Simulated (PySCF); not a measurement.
## Ionisation energy of Yb⁴²⁺ by level of theory

Yb⁴²⁺ [Ar] 3d10 → Yb⁴³⁺ [Ar] 3d9 [3d3/2^4 3d5/2^5, M_J = 5/2], as a difference of total energies. Calculation: PySCF 2.14, in an even-tempered Gaussian basis (16 s from 9.4 bohr⁻², ratio 2.8; 13 p from 12 bohr⁻², ratio 2.8; 8 d from 12 bohr⁻², ratio 2.8; 3 f from 48 bohr⁻², ratio 3); the two-component X2C-1e Hamiltonian. Correlated levels: [Ne] frozen; the 80 highest virtual spinors dropped. "Screened" scales the spin-orbit matrix elements by Boettger's factors to mimic the two-electron term; Breit and QED terms are absent.

```
                    method  ionisation energy (eV)
           GHF (spin-free)                  3465.0
          GMP2 (spin-free)                  3466.4
 GHF (screened spin-orbit)                  3444.0
GMP2 (screened spin-orbit)                  3445.3
```

Breit and QED terms and the two-electron picture change are absent.

The spin-free rows lack the spin-orbit shift.

For comparison: 3443 ± 4 eV (theoretical estimate listed by NIST; NIST Atomic Spectra Database, ionization energies).
